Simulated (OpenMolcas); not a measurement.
A calculation on neutral titanium.

```json
{
  "Program": "OpenMolcas",
  "Method": "MS-CASPT2, IPEA 0.25 Eh, imaginary shift 0.1 Eh (closed shells correlated: 3s 3p)",
  "Basis": "ANO-RCC-VTZP [6s5p3d2f1g]",
  "Scalar Hamiltonian": "DKH2, point nucleus",
  "Active space": "4 electrons in 6 orbitals (3d 4s)",
  "State averaging": "2S+1 = 3 even, 55 roots; 2S+1 = 5 even, 10 roots kept (CI in the orbitals of an earlier block); 2S+1 = 1 even, 49 roots kept (CI in the orbitals of an earlier block)",
  "Spin-orbit coupling": "RASSI with atomic mean-field integrals over the reference wave functions, term energies averaged over their components"
}
```

Which level of the active space comes out lowest?

3d² 4s² ³F₂, with 99 % of that term; it is also the measured ground level.

How high does 3d³ 4s ⁵F₂ lie?

0.765 eV above the lowest level; measured 0.8181 eV above the ground level, so the calculation is off by -7 %.

How high does 3d² 4s² ³F₃ lie?

0.0184 eV above the lowest level; measured 0.0211 eV above the ground level, so the calculation is off by -13 %.

How high does 3d³ 4s ⁵F₁ lie?

0.759 eV above the lowest level; measured 0.8129 eV above the ground level, so the calculation is off by -7 %.

The level at 0.418 eV has J = 4. What is it made of, and what is its g factor?

59 % 3d² 4s² ¹G₄, 41 % 3d³ 4s ¹G; g = 1.000, against 1.000 from Landé's formula for the pure leading term.

Measured values: NIST Handbook of Basic Atomic Spectroscopic Data.

Term energies are means over components that CASPT2 splits; among the terms shown or strongly mixed into the levels shown the widest spread is 2500 cm-1 (3d² 4s² ³F). Over all roots computed the reference weight is 0.81 to 0.92; the roots of lowest weight are the least certain, and an intruder state may touch them. Terms from blocks run as CI alone lack orbitals of their own. Configurations are named by rounded mean occupations; where the s occupation lies near a half they are strongly mixed, a name can repeat and a true partner stay unpaired. A single d shell beside an s shell can misplace configurations of different d count against each other. Measured partners are found by configuration, term and J. A level has none where our copy of the source lacks it or the pairing is in doubt (some pairs that miss far off the trend of their configuration count as doubtful), and it then counts in no deviation. Only configurations of the active space appear.
